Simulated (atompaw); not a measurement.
**What one change does to a pseudopotential (carbon (C), PAW (atompaw))**

```
Element                 : carbon (C)
Generator               : atompaw 4.2.0.5
Type                    : PAW
Functional              : PBE
Relativity              : non-relativistic
Frozen core             : [He]
Valence charge          : 4
Reference configuration : 2s1.75 2p2.25
Partial waves           : 2s (bound): rc 1.75 bohr; 2s channel at -0.45 Ry: rc 1.75 bohr; 2p (bound): rc 1.75 bohr; 2p channel at 1.1 Ry: rc 1.75 bohr; 3d channel at -0.2 Ry: rc 1.65 bohr
Local potential         : bessel scheme, radius 1.30 bohr
Core correction         : smooth core density matched at 1.00 bohr
Augmentation charge     : sinc compensation charge, radius 1.30 bohr; PAW radius 1.75 bohr; waves and projectors: custom polynom vanderbiltortho
```

Change: all radii scaled by about 1.04 (s 1.82, p 1.82, d 1.72 bohr); local potential bessel scheme, radius 1.36 bohr; augmentation sinc compensation charge, radius 1.36 bohr; PAW radius 1.82 bohr; waves and projectors: custom polynom vanderbiltortho; core correction smooth core density matched at 1.04 bohr.

Cutoffs: the cutoffs (Ry, on a coarse ladder) from which the occupation-weighted sum of valence levels, in a spherical-Bessel basis at the reference potential, stays within 10 and 1 mRy of its value at 400 Ry; they do not see the model core or the augmentation charge, which bear on the density cutoff.

**Question.** What does the change do?

**Answer.** The potential gets softer (18 Ry and 25 Ry → 18 Ry and 21 Ry); neither file shows a bound ghost. A larger radius leaves more room for a smooth pseudo-wave, so fewer plane waves are needed.

```csv
quantity,base,changed
"cutoff, loose",18 Ry,18 Ry
"cutoff, tight",25 Ry,21 Ry
loose cutoff by channel (10 mRy a level),"s 8 Ry, p 18 Ry","s 8 Ry, p 15 Ry"
bound ghosts,none,none
lowest overlap eigenvalue by channel,"s 0.49, p 0.95, d 1.00","s 0.53, p 0.94, d 1.00"
```

 The cutoffs see the waves, projectors and local potential, not the compensation charge or the core.
